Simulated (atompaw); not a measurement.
# Plane-wave convergence, PAW (atompaw) potential for O

O, PAW, made with atompaw 4.2.0.5 (LDA (PW92), scalar-relativistic). Core [He], reference 2s2 2p3.5 (charge +0.5). Waves: 2s (bound): rc 2.00 bohr; 2s channel at -1.75 Ry: rc 2.00 bohr; 2p (bound): rc 2.00 bohr; 2p channel at 1 Ry: rc 2.00 bohr. Local part: bessel scheme, radius 1.75 bohr. Core correction: smooth core density matched at 1.95 bohr. Augmentation charge: sinc compensation charge, radius 1.75 bohr; PAW radius 2.00 bohr; waves and projectors: custom polynom vanderbiltortho.

The pseudo-atom Hamiltonian at the reference potential is diagonalised in spherical Bessel functions j_l(qr) that vanish at 20 bohr, with q² up to the cutoff. All-electron valence levels (Ry): 2s -2.2901, 2p -1.2077.

Problem. How do the lowest levels (Ry) of each channel move with the cutoff, and are there ghosts?

Solution.

```
cutoff (Ry)     s #1     s #2     p #1     p #2     d #1    d #2    f #1  Σ f·Δε (mRy)
          8  -2.2699  -0.1907  -0.9700  -0.0761  -0.0094  0.0812  0.0429         872.2
         10  -2.2850  -0.1921  -1.1116  -0.0806  -0.0094  0.0812  0.0429         346.4
         15  -2.2897  -0.1926  -1.2039  -0.0832  -0.0094  0.0812  0.0429          14.2
         18  -2.2898  -0.1926  -1.2068  -0.0832  -0.0094  0.0812  0.0429           3.8
         21  -2.2899  -0.1927  -1.2071  -0.0832  -0.0094  0.0812  0.0429           2.5
         25  -2.2900  -0.1927  -1.2072  -0.0833  -0.0094  0.0812  0.0429           1.9
         35  -2.2900  -0.1927  -1.2077  -0.0833  -0.0094  0.0812  0.0429           0.2
         40  -2.2900  -0.1927  -1.2077  -0.0833  -0.0094  0.0812  0.0429           0.1
        400  -2.2901  -0.1927  -1.2077  -0.0833  -0.0094  0.0812  0.0429           0.0
```

Result: no extra level below or beside the all-electron valence levels (s, p, d, f tested); 10 mRy is reached at 18 Ry and 1 mRy at 30 Ry.
